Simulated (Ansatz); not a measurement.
Gas-phase electronic energies from Ansatz, PBE0-D4/def2-TZVP geometries. CCSD(T)/CBS is the MP2 limit (def2-TZVPP, def2-QZVPP) plus CCSD(T) − MP2 in def2-TZVPP, frozen cores. Functionals use def2-TZVPP. Elements past krypton have def2 core potentials. For Ge, Hf outer-core shells are correlated without core-valence functions, which leaves a few kJ/mol of doubt a bond. Scalar relativity is left out up to krypton. One conformer a species, not always the lowest.

Reaction (formal exchange of groups at a C–O bond): `C[O][Hf]([F])([Cl])[S]C` + `[SiH3][O][GeH3]` → `C[SiH2][O][GeH3]` + `C[S][Hf]([OH])([F])[Cl]`

| level | ΔE (kJ/mol) | difference from CCSD(T)/CBS |
| --- | --- | --- |
| ωB97X-V | -87.9 | 5.1 |
| ωB97M-V | -93.6 | -0.6 |
| B2PLYP | -87.1 | 5.9 |
| PBE | -90.0 | 3.0 |
| PBE0 | -92.1 | 0.9 |
| HF/def2-TZVPP | -80.2 | 12.8 |
| MP2/def2-TZVPP | -91.1 | 1.9 |
| HF/def2-QZVPP | -80.0 | 13.0 |
| SCS-MP2/def2-QZVPP | -88.2 | 4.8 |
| HF/CBS(def2) | -79.9 | 13.1 |
| CCSD(T)/CBS | -93.0 | 0 |

Largest T1 diagnostic among the species: 0.015.

In def2-TZVPP, CCSD(T) changes the Hartree–Fock value by −6.0 kJ/mol (the triples alone add +0.4 kJ/mol) and MP2 by −10.9 kJ/mol.
